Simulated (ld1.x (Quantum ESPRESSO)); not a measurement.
## erbium (Er), ultrasoft: configuration errors across variants

| Item | Value |
| --- | --- |
| Element | erbium |
| Generator | ld1.x (Quantum ESPRESSO) 7.5 |
| Type | ultrasoft |
| Functional | LDA (PZ) |
| Relativity | scalar-relativistic |
| Frozen core | [Kr] 4d10 4f11 |
| Valence charge | 11 |
| Reference configuration | 5s2 5p6 5d1 6s1.75 6p0.25 |
| Partial waves | 5s (bound): rcut 1.80, rcutus 2.00 bohr; 6s (bound): rcut 1.80, rcutus 2.00 bohr; 5p (bound): rcut 1.90, rcutus 2.45 bohr; 6p (bound): rcut 1.90, rcutus 2.45 bohr; 5d (bound): rcut 3.00, rcutus 3.25 bohr; 5d channel at 3.6 Ry: rcut 3.00, rcutus 3.25 bohr |
| Local potential | all-electron potential smoothed inside 1.80 bohr (lloc = -1) |
| Core correction | none |
| Augmentation charge | built from norm-conserving waves at rcut, not smoothed further |

All-electron excitation energies from the reference (eV): (1) 5s2 5p6 5d1 6s2 6p0 -0.798; (2) 5s2 5p6 5d1 6s1 6p0 6.460; (3) 5s2 5p6 5d1 6s0 6p0 19.511; (4) 5s2 5p5 5d1 6s2 6p0 34.384.

The overlap operator is not positive definite (basis up to 400 Ry) in “base”, “waves 5p (bound): rcut 1.90, rcutus 2.44 bohr; 6p (bound): rcut 1.90, rcutus 2.44 bohr”, “waves 5p (bound): rcut 1.90, rcutus 2.96 bohr; 6p (bound): rcut 1.90, rcutus 2.96 bohr”. Such files are unfit for use, however small their errors in these radial tests.

5 further variants failed, have other tests or too few solved ones, and are left out.

The file “base” misses its own reference levels by 1.6 eV. The file “waves 5p (bound): rcut 1.90, rcutus 2.44 bohr; 6p (bound): rcut 1.90, rcutus 2.44 bohr” misses its own reference levels by 1.6 eV. The file “waves 5p (bound): rcut 1.90, rcutus 2.96 bohr; 6p (bound): rcut 1.90, rcutus 2.96 bohr” misses its own reference levels by 1.6 eV. The file “waves 5p (bound): rcut 1.90, rcutus 3.08 bohr; 6p (bound): rcut 1.90, rcutus 3.08 bohr” misses its own reference levels by 1.6 eV.

Errors AE − PS in meV (a dash: test not solved or not reliable):

```csv
change,(1),(2),(3),(4),bound ghosts
base,-370,+1184,+3762,-2693,not determined (overlap not positive)
"waves 5p (bound): rcut 1.90, rcutus 2.44 bohr; 6p (bound): rcut 1.90, rcutus 2.44 bohr",-372,+1183,+3761,-2675,not determined (overlap not positive)
"waves 5p (bound): rcut 1.90, rcutus 2.96 bohr; 6p (bound): rcut 1.90, rcutus 2.96 bohr",-377,+1181,+3736,-2877,not determined (overlap not positive)
"waves 5p (bound): rcut 1.90, rcutus 3.08 bohr; 6p (bound): rcut 1.90, rcutus 3.08 bohr",-361,+1193,+3770,-2704,not determined
```

(1) Give the same row for: waves 5p (bound): rcut 1.90, rcutus 2.04 bohr; 6p (bound): rcut 1.90, rcutus 2.04 bohr.

Answers

(1) -357, +1198, +3783, -2208; bound ghosts: not determined.
